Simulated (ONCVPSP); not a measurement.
# Scattering properties, ONCV potential for N (Z = 7)

- Element: N
- Generator: ONCVPSP 4.0.1
- Type: optimised norm-conserving Vanderbilt (ONCV)
- Functional: LDA (Perdew-Zunger)
- Relativity: non-relativistic
- Frozen core: [He]
- Valence charge: 5
- Reference configuration: 2s2 2p2.75 (charge +0.25)
- Partial waves: 2s: rc 1.00 bohr, ncon 4, nbas 9, qcut 7.7 1/bohr, 2 projectors, debl 1.2 Ha; 2p: rc 1.35 bohr, ncon 3, nbas 6, qcut 12.4 1/bohr, 3 projectors, debl 0.5 Ha; d scattering state at 0.2 Ha: rc 1.35 bohr, ncon 5, nbas 9, qcut 7.5 1/bohr, 1 projector
- Local potential: polynomial inside 0.65 bohr (lpopt 4, dvloc0 3 Ha)
- Core correction: Teter function, fcfact 3.25, rcfact 1.15

The phase is arctan(r·R′/R) of the radial function R(r), unwrapped; energies in Ha, scanned from -2 to 5 Ha. A pole is an energy at which the radial function vanishes at the test radius. The pseudo phase is shifted by a multiple of π to meet the all-electron one at the reference energy, and phase errors are pseudo minus all-electron; the curves can meet again beyond the range given. Levels narrower than the energy grid can be missing from the lists of poles.

For each channel, where are the poles, and over which energies does the pseudopotential scatter like the atom?

| channel | radius (bohr) | reference energy (Ha) | poles, all-electron | poles, pseudo | unbroken range about the reference energy with phases within 0.05 rad | phase error 1 Ha above the reference energy (rad) |
| --- | --- | --- | --- | --- | --- | --- |
| s | 1.01 | -0.79 | 4.55 | 4.53 | the whole range | +0.000 |
| p | 1.37 | -0.38 | 0.98 | 0.98 | the whole range | +0.000 |
| d | 1.37 | 0.20 | none | none | the whole range | +0.000 |

Phases in the p channel:

```tsv
E (Ha)	all-electron	pseudo
-1.98	0.784	0.784
-1.80	0.686	0.686
-1.62	0.559	0.559
-1.44	0.392	0.392
-1.26	0.179	0.179
-1.08	-0.079	-0.079
-0.90	-0.358	-0.358
-0.72	-0.620	-0.620
-0.54	-0.840	-0.840
-0.36	-1.012	-1.012
-0.18	-1.146	-1.146
0.00	-1.250	-1.250
0.18	-1.333	-1.333
0.36	-1.401	-1.401
0.54	-1.459	-1.459
0.72	-1.508	-1.508
0.90	-1.553	-1.553
1.08	-1.593	-1.593
1.26	-1.631	-1.631
1.44	-1.668	-1.668
1.62	-1.704	-1.704
1.80	-1.741	-1.741
1.98	-1.780	-1.780
2.16	-1.821	-1.821
2.34	-1.867	-1.867
2.52	-1.919	-1.919
2.70	-1.979	-1.979
2.88	-2.050	-2.050
3.06	-2.139	-2.139
3.24	-2.249	-2.249
3.42	-2.392	-2.392
3.60	-2.576	-2.576
3.78	-2.806	-2.807
3.96	-3.075	-3.075
4.14	-3.351	-3.351
4.32	-3.598	-3.598
4.50	-3.800	-3.800
4.68	-3.956	-3.956
4.86	-4.075	-4.076
```
